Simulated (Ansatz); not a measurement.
Species: C$_{3}$H$_{8}$BO (charge 0, doublet). It need not be the lowest isomer of its formula. 
Geometry from a B3LYP-D3(BJ)/def2-TZVP (Ansatz, a quantum-chemistry and plane-wave program) optimisation:
```xyz
13

B     -0.5182     0.1664    -0.0299
C     -1.5730     1.2634    -0.2315
C     -0.8791    -1.3443     0.2525
O      0.7823     0.5921    -0.1121
C      1.8842    -0.2862     0.0486
H     -1.3008     2.2962    -0.4241
H     -2.6397     1.0722    -0.1937
H     -0.4612    -1.6825     1.2071
H     -0.4542    -2.0063    -0.5099
H     -1.9542    -1.5220     0.2821
H      2.7944     0.3030    -0.0518
H      1.8738    -0.7594     1.0337
H      1.8813    -1.0685    -0.7146
```
Charge 0, spin multiplicity 2.

Computed values are from Ansatz. Correlated levels leave the core frozen unless marked. UHF or UKS for open shells. No spin-orbit coupling. Non-relativistic. CBS marks a two-point X^-3 extrapolation of the correlation energy; Hartree-Fock from the larger set. [CCSD(T)-MP2]/basis is that difference in the basis named.

The atomisation energy De is 1224.1 kcal/mol at RI-MP2/CBS(cc-pVTZ,cc-pVQZ)+[CCSD(T)-MP2]/cc-pVTZ and the total energy is -218.9329 Eh at RI-MP2/CBS(cc-pVTZ,cc-pVQZ)+[CCSD(T)-MP2]/cc-pVTZ. The dipole moment is 1.09 D at CCSD(T)/aug-cc-pVDZ and the T1 diagnostic comes out as 0.013 at CCSD/cc-pVTZ.
